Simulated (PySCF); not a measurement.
Si(Cl)3(OSiH3) (Cl3H3OSi2), SMILES [SiH3]O[Si](Cl)(Cl)Cl.

The structure is a stationary point at PBE0-D3(BJ)/def2-SVP. The values are those of a single conformer.

Two levels are set side by side: TDA-PBE/def2-SVPD (PySCF) and TDA-CAM-B3LYP/def2-SVPD (PySCF). Vertical, same geometry. The lowest singlet is HOMO→LUMO 99 % with PBE and HOMO→LUMO 69 %, HOMO→LUMO+1 14 % with the other functional; states are paired by order. Differences are taken from unrounded values.

| quantity | TDA-CAM-B3LYP |
|---|---|
| lowest singlet excitation (eV) | 7.72 |
| lowest triplet excitation (TDA) (eV) | 7.25 |

Question: What does TDA-PBE give, and how far is it from TDA-CAM-B3LYP? (An estimate is asked for; the answer gives what the named calculation found.)

Answer: 
| quantity | TDA-PBE | TDA-PBE minus TDA-CAM-B3LYP |
|---|---|---|
| lowest singlet excitation (eV) | 6.45 | -1.27 |
| lowest triplet excitation (TDA) (eV) | 6.25 | -1.00 |

A lower first singlet is the usual sign of a functional without exact exchange. Differences between two approximate levels are no errors against the true value.

Rough cost on one machine, each run with all the roots and properties that it gave: TDA-CAM-B3LYP against TDA-PBE about 5 times.
